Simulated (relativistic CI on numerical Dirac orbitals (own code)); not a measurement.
Mn⁺ in a cubic cluster: 1s photoemission with charge transfer

Computed with a charge-transfer multiplet model of a cubic metal-ligand cluster with up to 2 ligand holes, Slater and spin-orbit integrals from Dirac-Coulomb-Breit ions, Slater integrals scaled by 0.9. The ground state mixes d6 with configurations of k ligand holes L, whose averages lie at kΔ + k(k − 1)U_dd/2; a core hole lowers each added d electron by U_cd. 300 K, Lorentzian 1.1 eV and Gaussian 0.6 eV FWHM.

Atomic integrals in eV (Slater integrals scaled, ζ unscaled), ground: F2dd 8.104, F4dd 4.987, zeta_d 0.031; with the core hole: F2dd 9.885, F4dd 6.138, zeta_d 0.050, G2cd 0.048.

Cluster parameters (eV): Δ = 6.8, U_dd = 5.1, U_cd = 6.2, 10Dq(ligand) = 1.6, V(eg) = 2.2, V(t2g) = -1.05, final-state hopping factor = 1.

| Case | n_d | d6 | d7L | d8L2 | S |
| --- | --- | --- | --- | --- | --- |
| 10Dq = -0.3 eV | 6.16 | 0.85 | 0.15 | 0.00 | 2.00 |
| 10Dq = 0.3 eV | 6.15 | 0.85 | 0.14 | 0.00 | 2.00 |
| 10Dq = 0.6 eV | 6.15 | 0.86 | 0.14 | 0.00 | 2.00 |
| 10Dq = 0.9 eV | 6.14 | 0.86 | 0.13 | 0.00 | 2.00 |
| 10Dq = 1.2 eV | 6.28 | 0.74 | 0.25 | 0.02 | 0.02 |

Weights, n_d and S are thermal averages at 300 K. Binding energies count from the first peak over 30 % of the highest in each spectrum, which can be another peak from case to case. The parameters are a model scan and need not match a compound or its usual spin state. A negative ionic 10Dq is a model choice; hopping adds the covalent part of the field. Peaks in eV (height, largest 100):
- 10Dq = -0.3 eV: 0.0 (100), 6.3 (14)
- 10Dq = 0.3 eV: 0.0 (100), 5.1 (9), 6.3 (13)
- 10Dq = 0.6 eV: 0.0 (100), 5.2 (9), 6.5 (12)
- 10Dq = 0.9 eV: 0.0 (100), 5.2 (9), 6.6 (12)
- 10Dq = 1.2 eV: 0.0 (100), 7.5 (21)

Curve for 10Dq = 0.6 eV (points under 2 left out, the grid thinned):

```tsv
E (eV)	Intensity
-3.8	2.5
-3.5	2.9
-3.3	3.3
-3.0	3.9
-2.7	4.8
-2.4	6.1
-2.2	7.2
-1.9	9.5
-1.6	13.1
-1.3	19.2
-1.1	25.7
-0.8	41.5
-0.5	66.7
-0.3	85.3
0.0	100.0
0.3	86.3
0.6	58.4
0.8	42.4
1.1	26.3
1.4	17.3
1.7	12.2
1.9	10.0
2.2	7.8
2.5	6.4
2.7	5.8
3.0	5.2
3.3	4.9
3.6	4.7
3.8	4.6
4.1	5.0
4.4	5.9
4.7	7.4
4.9	8.3
5.2	8.8
5.5	8.5
5.7	8.6
6.0	10.0
6.3	11.9
6.6	11.9
6.8	10.5
7.1	7.6
7.4	5.1
7.7	3.5
7.9	2.8
8.2	2.1
```

For the case 10Dq = 0.6 eV, Δ = 6.8 eV is larger than U_dd = 5.1 eV, the Mott-Hubbard side of the Zaanen-Sawatzky-Allen scheme. With the core hole the average of the configuration with one ligand hole lies at Δ − U_cd = 0.6 eV before mixing: the effective hopping of about 3.4 eV (from the holes of the mixed ground state) is comparable with this gap or larger, so the configurations mix strongly. The thermal average of S changes within this range, from 2.0 to 0.0; a value between half-integers is an average over states of different spin.
